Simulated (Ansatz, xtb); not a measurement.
**Relative energy of two structures of C2H7BeS+**

We compare X, a singlet given by its coordinates, with Y, a singlet given by its coordinates. Both are isolated ions in the gas phase, relaxed with PBE-D3(BJ)/def2-SVP.

X (Å):

```csv
atom,x (Å),y (Å),z (Å)
C,-0.9391,-1.0344,-1.8658
C,0.7224,-2.7214,1.9899
Be,0.0444,-1.9540,-0.9269
S,1.2407,-3.1514,0.2702
H,-0.6868,0.0486,-1.8182
H,-0.8752,-1.3353,-2.9364
H,-2.0088,-1.1310,-1.5708
H,2.3834,-2.3999,0.1665
H,0.6573,-1.6293,2.1392
H,1.4698,-3.1804,2.6630
H,-0.2598,-3.2080,2.1388
```

Close contacts (Å): C1–Be3 1.64, C2–S4 1.85, Be3–S4 2.07, C1–H5 1.11, C1–H6 1.11, C1–H7 1.11, C2–H9 1.10, C2–H10 1.11, C2–H11 1.11, S4–H8 1.37.

Y (Å):

| atom | x (Å) | y (Å) | z (Å) |
| --- | --- | --- | --- |
| C | 1.1564 | -1.3932 | -0.2311 |
| C | -0.8931 | -2.3140 | 1.5890 |
| Be | -1.0198 | -3.2412 | -1.3196 |
| S | 0.2425 | -2.9026 | 0.2730 |
| H | -1.8411 | -3.4359 | -2.3430 |
| H | 0.4695 | -0.5735 | -0.5114 |
| H | 1.7859 | -1.1076 | 0.6332 |
| H | 1.8092 | -1.6793 | -1.0781 |
| H | -1.5228 | -3.1763 | 1.8811 |
| H | -1.5099 | -1.4628 | 1.2465 |
| H | -0.2537 | -2.0240 | 2.4446 |

Close contacts (Å): C1–S4 1.84, C2–S4 1.84, Be3–S4 2.06, C1–H6 1.11, C1–H7 1.11, C1–H8 1.11, C2–H9 1.11, C2–H10 1.11, C2–H11 1.11, Be3–H5 1.33.

Quicker runs give these differences E(Y) − E(X): GFN2-xTB −91.2 kJ/mol; HF/STO-3G +21.7 kJ/mol (at GFN2-xTB geometries); r2SCAN-D4/def2-SVP +60.1 kJ/mol (at GFN2-xTB geometries).

Problem. Estimate which is lower in electronic energy at CCSD(T)/def2-TZVP, and by roughly how much.

Solution. The CCSD(T)/def2-TZVP calculation puts structure X lower, by 38.7 kJ/mol.

How the difference moves with the method:

```json
{"level": "GFN2-xTB", "geometry": "GFN2-xTB", "E(Y) − E(X) (kJ/mol)": "−91.2", "departure from the last row (kJ/mol)": "−130.0", "job, with rough time for the two": "optimisation, 0.65 s"}
{"level": "HF/STO-3G", "geometry": "GFN2-xTB", "E(Y) − E(X) (kJ/mol)": "+21.7", "departure from the last row (kJ/mol)": "−17.1", "job, with rough time for the two": "single point, 0.66 s"}
{"level": "r2SCAN-D4/def2-SVP", "geometry": "GFN2-xTB", "E(Y) − E(X) (kJ/mol)": "+60.1", "departure from the last row (kJ/mol)": "+21.4", "job, with rough time for the two": "single point, 4.7 s"}
{"level": "PBE-D3(BJ)/def2-SVP", "geometry": "PBE-D3(BJ)/def2-SVP", "E(Y) − E(X) (kJ/mol)": "+48.0", "departure from the last row (kJ/mol)": "+9.2", "job, with rough time for the two": "optimisation, 38 s"}
{"level": "HF/def2-TZVP", "geometry": "PBE-D3(BJ)/def2-SVP", "E(Y) − E(X) (kJ/mol)": "+32.6", "departure from the last row (kJ/mol)": "−6.1", "job, with rough time for the two": "part of the CCSD(T) run"}
{"level": "MP2/def2-TZVP", "geometry": "PBE-D3(BJ)/def2-SVP", "E(Y) − E(X) (kJ/mol)": "+38.2", "departure from the last row (kJ/mol)": "−0.5", "job, with rough time for the two": "part of the CCSD(T) run"}
{"level": "CCSD(T)/def2-TZVP", "geometry": "PBE-D3(BJ)/def2-SVP", "E(Y) − E(X) (kJ/mol)": "+38.7", "departure from the last row (kJ/mol)": "", "job, with rough time for the two": "single point, 81 s"}
```

GFN2-xTB puts the two in the other order. The largest departure from CCSD(T)/def2-TZVP is that of GFN2-xTB, 130.0 kJ/mol.

With harmonic frequencies from PBE-D3(BJ)/def2-SVP (ideal gas, rigid rotor, one conformer each, 298.15 K, 1 atm): on the last row, ΔE + ΔZPE = +39.5 kJ/mol. A mode under 50 cm⁻¹ makes harmonic enthalpies and free energies unreliable, so none is given.

The correlated steps freeze 7 core orbitals; the last core shell of Be is correlated, in a basis made for valence electrons. Codes used: Ansatz 0.2.0, xtb 6.7.1; the last row on 2 threads of Intel(R) Xeon(R) Processor @ 2.50GHz (Skylake/Cascade Lake) on a shared host.
